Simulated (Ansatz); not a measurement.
Calculated with Ansatz (gas phase, PBE0-D4/def2-TZVP geometries, no zero-point term in ΔE). CCSD(T)/CBS is the MP2 limit (def2-TZVPP, def2-QZVPP) plus CCSD(T) − MP2 in def2-TZVPP, frozen cores. Functionals use def2-TZVPP. B3LYP here is the variant with VWN-RPA as its local correlation; programs differ in this. For Ge outer-core shells are correlated without core-valence functions, which leaves a few kJ/mol of doubt a bond. Scalar relativity is left out up to krypton. Each species was taken in one conformer, which may not be the lowest.

`C=N[C](=C)[GeH3]` + `CC(C)C#N` → `C[CH]([GeH3])C#N` + `C=NC(=C)C`  (formal exchange of groups at a Ge–C bond)

`C=N[C](=C)[GeH3]`:

```xyz
12

C    -0.330    0.776    1.863
N    -0.552   -0.356    1.346
C    -0.206   -0.595    0.010
C    -0.459   -1.810   -0.482
Ge    0.624    0.754   -1.159
H    -0.605    0.944    2.902
H     0.129    1.617    1.327
H    -0.221   -2.074   -1.505
H    -0.916   -2.564    0.151
H     0.835    0.093   -2.528
H    -0.278    1.991   -1.321
H     1.980    1.225   -0.603
```

`CC(C)C#N`:

Cartesian coordinates in Å:
```
C 0.593 0.893 0.829
C -0.436 0.132 -0.005
C 0.188 -0.525 -1.235
C -1.115 -0.867 0.815
N -1.636 -1.661 1.463
H 0.131 1.367 1.695
H 1.374 0.217 1.184
H 1.060 1.667 0.217
H -1.209 0.835 -0.336
H -0.560 -1.054 -1.826
H 0.958 -1.241 -0.938
H 0.652 0.238 -1.862
```

`C[CH]([GeH3])C#N`:

Cartesian coordinates in Å:
```
C 0.748 -0.461 1.187
C -0.115 0.466 0.329
Ge -0.966 -0.512 -1.180
C 0.642 1.575 -0.207
N 1.255 2.438 -0.659
H 1.188 0.080 2.027
H 0.143 -1.278 1.585
H 1.561 -0.893 0.602
H -0.935 0.879 0.926
H -1.844 0.449 -1.990
H -1.820 -1.634 -0.566
H 0.144 -1.109 -2.054
```

`C=NC(=C)C`:

Cartesian coordinates in Å:
```
C -0.367 -1.461 1.343
N -0.404 -0.219 1.128
C 0.140 0.292 -0.057
C 1.411 0.079 -0.401
C -0.802 1.161 -0.822
H -0.751 -1.849 2.285
H 0.035 -2.176 0.616
H 1.832 0.545 -1.283
H 2.068 -0.516 0.221
H -1.168 1.969 -0.184
H -1.676 0.588 -1.146
H -0.318 1.588 -1.700
```

```json
{"level": "r2SCAN-D4", "ΔE (kJ/mol)": "-12.5", "difference from CCSD(T)/CBS": "-4.3"}
{"level": "B2PLYP", "ΔE (kJ/mol)": "-11.2", "difference from CCSD(T)/CBS": "-3.0"}
{"level": "PBE", "ΔE (kJ/mol)": "-12.6", "difference from CCSD(T)/CBS": "-4.4"}
{"level": "B3LYP", "ΔE (kJ/mol)": "-12.1", "difference from CCSD(T)/CBS": "-3.9"}
{"level": "HF/def2-TZVPP", "ΔE (kJ/mol)": "-10.8", "difference from CCSD(T)/CBS": "-2.6"}
{"level": "SCS-MP2/def2-TZVPP", "ΔE (kJ/mol)": "-10.3", "difference from CCSD(T)/CBS": "-2.1"}
{"level": "CCSD/def2-TZVPP", "ΔE (kJ/mol)": "-9.6", "difference from CCSD(T)/CBS": "-1.4"}
{"level": "HF/def2-QZVPP", "ΔE (kJ/mol)": "-10.8", "difference from CCSD(T)/CBS": "-2.6"}
{"level": "HF/CBS(def2)", "ΔE (kJ/mol)": "-10.8", "difference from CCSD(T)/CBS": "-2.6"}
{"level": "CCSD/CBS(def2)", "ΔE (kJ/mol)": "-9.6", "difference from CCSD(T)/CBS": "-1.4"}
{"level": "CCSD(T)/CBS", "ΔE (kJ/mol)": "-8.2", "difference from CCSD(T)/CBS": "0"}
```

Largest T1 diagnostic among the species: 0.013.
